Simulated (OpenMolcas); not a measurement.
# Al III: CASPT2 settings compared

```
Program             : OpenMolcas
Basis               : ANO-RCC-VQZP [6s5p3d2f1g]
Scalar Hamiltonian  : DKH4, point nucleus
Active space        : 1 electron in 8 orbitals (3s 3p 4s 4p)
State averaging     : 2S+1 = 2 even, 1 root; 2S+1 = 2 odd, 3 roots
Spin-orbit coupling : state interaction with AMFI integrals over the reference wave functions, term energies averaged over their components
```

Methods on the same reference wave functions:
A. CASSCF
B. SS-CASPT2, IPEA 0.6 Eh, no level shift (closed shells correlated: 2s 2p)
C. SS-CASPT2, IPEA 0.2 Eh, real shift 0.05 Eh (closed shells correlated: 2s 2p)
D. SS-CASPT2, IPEA 0.3 Eh, imaginary shift 0.25 Eh (closed shells correlated: 2s 2p)

Energies in cm⁻¹ above 3s ²S_1/2, the measured ground level; measured values from NIST levels in Kelleher and Podobedova, J. Phys. Chem. Ref. Data 37, 709 (2008).

```json
{"Level": "3s ²S_1/2", "A": "0.0", "B": "0.0", "C": "0.0", "D": "0.0", "Measured": "0.0"}
{"Level": "3p ²P°_1/2", "A": "52823", "B": "53579", "C": "53593", "D": "53589", "Measured": "53683"}
{"Level": "3p ²P°_3/2", "A": "53014", "B": "53770", "C": "53784", "D": "53780", "Measured": "53917"}
```

Deviations, from unrounded energies. A percentage is the sum of absolute deviations over the sum of measured energies, with the sign that they share, or ± where signs differ.

```csv
Against measurement,Levels,A,B,C,D
mean absolute deviation (cm-1),2,880,130,110,120
other configurations (%),2,-1.6,-0.2,-0.2,-0.2
```

C, D lie about equally close to measurement and A furthest from it. The largest miss of C in the table is 3p ²P°_3/2, by -130 cm-1. The ranking rests on the paired levels alone, and a cruder setting can come out closer through cancelling errors.

Among B to D the level of the table that moves most is 3p ²P°_1/2, by 14 cm-1 (lowest in B, highest in C).

The lowest spin-free term lies below A's lowest term by 0.222 hartree in B, 0.222 hartree in C, 0.222 hartree in D.

With one active electron outside closed inactive shells, the extra shells (4p 4s) add no correlation to the reference. With one active electron the reference holds no correlation, so core polarisation is missing (holds for A). With one active electron, CASPT2 adds the correlation within the correlated inactive shells and between them and that electron, and leaves the splitting within a term as the reference gives it (holds for B; C; D). Measured partners are found by configuration, term and J. A level has none where our copy of the source lacks it or the pairing is in doubt (some pairs that miss far off the trend of their configuration count as doubtful), and it then counts in no deviation. Only configurations of the active space appear.

° marks odd parity.
